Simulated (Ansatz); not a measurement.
Cost and result for the atomization energy of CO₂Zn (4 atoms, 2 bonds).

```xyz
4

O    -0.883   -1.102    0.448
C    -0.768    0.047    0.512
O    -0.655    1.197    0.578
Zn    2.307   -0.142   -1.538
```

Total charge 0; spin multiplicity 1. For Zn the d shell is correlated and the shells below it are frozen. Scalar relativity is left out up to krypton. The bonds changed during the relaxation, so this is another structure than the one it started from. The structure was optimised at the PBE0-D4/def2-TZVP level. Program: Ansatz. All runs use 2 threads of an Intel Xeon on a shared host. Times are those of one run each, without the atoms' runs, and a repeat can differ threefold. Electronic energies, without spin–orbit coupling; frozen cores. CCSD(T)/CBS adds CCSD(T) − MP2 in def2-TZVPP to the MP2 limit, and its time is that of the two runs behind it. T1 = 0.017. With those shells the extrapolation isn't a true limit. B3LYP takes the VWN-RPA correlation (the form of Gaussian; ORCA's B3LYP/G). HSE06 is the plane-wave form, built on full-range PBE exchange.

CCSD(T)/CBS is a level of theory with its own doubt, some kJ/mol a heavy atom from the limit and from the frozen cores, so smaller differences don't rank the functionals.

```tsv
level	functions	atomization (kcal/mol)	difference from CCSD(T)/CBS	per bond
B3LYP-D4/def2-TZVPP (with forces)	157	389.9	1.2	0.6
HSE06-D4/def2-TZVPP	157	393.7	5.0	2.5
MP2/def2-QZVPP	271	410.2	21.5	10.8
ωB97M-V/def2-TZVPP (with forces)	157	391.3	2.6	1.3
CCSD(T)/CBS(def2)	–	388.7	0.0	0.0
PBE0-D4/def2-TZVPP	157	393.1	4.4	2.2
RPA@PBE/def2-TZVPP	157	354.3	-34.4	-17.2
CCSD(T)/def2-TZVPP	157	376.3	-12.4	-6.2
ωB97X-V/def2-TZVPP	157	390.2	1.5	0.8
CCSD(T)/def2-SVP	73	370.8	-17.9	-8.9
LDA (SPW92)/def2-TZVPP	157	474.6	85.9	43.0
revPBE-D4/def2-TZVPP	157	402.3	13.6	6.8
r2SCAN-D4/def2-TZVPP (with forces)	157	395.7	7.0	3.5
```

(1) Order the runs by time, with rough figures. (An estimate is asked.)

## Answers

(1) Computed: LDA (SPW92)/def2-TZVPP 4.6 s; revPBE-D4/def2-TZVPP 6 s; CCSD(T)/def2-SVP 8 s; PBE0-D4/def2-TZVPP 8.6 s; r2SCAN-D4/def2-TZVPP (with forces) 11 s; B3LYP-D4/def2-TZVPP (with forces) 11 s; RPA@PBE/def2-TZVPP 12 s; HSE06-D4/def2-TZVPP 13 s; ωB97X-V/def2-TZVPP 18 s; ωB97M-V/def2-TZVPP (with forces) 20 s; MP2/def2-QZVPP 33 s; CCSD(T)/def2-TZVPP 45 s; CCSD(T)/CBS(def2) 77 s.

From BLYP to BHLYP (50 % exact exchange), in def2-TZVPP and without D4, the atomization energy moves by −42.6 kcal/mol: exact exchange takes away binding that semilocal exchange gives to molecules. The D4 term adds +2.5 kcal/mol with B3LYP and +1.4 kcal/mol with PBE0; it sums over pairs of atoms, weighted by their polarisabilities, and B3LYP, whose exchange is more repulsive, gets the larger term. In def2-TZVPP, CCSD(T) changes the Hartree–Fock value by +130.6 kcal/mol (the triples alone add +12.9 kcal/mol) and MP2 by +157.2 kcal/mol; breaking electron pairs costs correlation energy, which Hartree–Fock lacks.
